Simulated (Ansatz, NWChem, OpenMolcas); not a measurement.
## AlI (iodoaluminum): the vertical ionisation energy, rung by rung

AlI: 2 atoms, total charge 0, spin state singlet. As SMILES, `[Al][I]`. The bond length is the measured one.

```xyz
2

Al    0.0000    0.0000    0.0000
I     0.0000    0.0000    2.5371
```

Quantity: the vertical ionisation energy (to the doublet cation), in eV. The values are calculated.

| level | kind | program | value (eV) | CPU time (all runs) |
| --- | --- | --- | --- | --- |
| M06-2X/def2-TZVPPD (core potential) | hybrid meta-GGA | OpenMolcas | 8.77 | 67 s |
| PBE0/def2-TZVPPD (core potential) | global hybrid | OpenMolcas | 8.72 | 48 s |
| CAM-B3LYP/def2-TZVPPD (core potential) | range-separated hybrid | NWChem | 8.83 | 2.6 min |
| wB97M-V/def2-TZVPPD (core potential) | range-separated hybrid | Ansatz | 8.83 | 32 s |
| wB97X/def2-TZVPPD (core potential) | range-separated hybrid | NWChem | ? | 2.5 min |
| RPA@PBE/def2-TZVPPD (core potential) | RPA | Ansatz | 8.96 | 35 s |
| RPA@PBE0/def2-TZVPPD (core potential) | RPA | Ansatz | 8.86 | 34 s |
| MP2/def2-TZVPPD (core potential) | perturbation theory | Ansatz | 8.70 | 14 s |

Task: Estimate the missing values from the other rows.

Result: As computed at these levels: wB97X/def2-TZVPPD (core potential): 8.79 eV. Spin-orbit coupling, which can split open shells on such heavy atoms by tenths of an eV, is left out. The values span 8.70 to 8.96 eV. In the correlated wave-function rows the outer d shell of I is correlated, in sets not made for it. CPU times are rough (shared hosts, several kinds of processor): they show what a rung costs within a factor of a few.
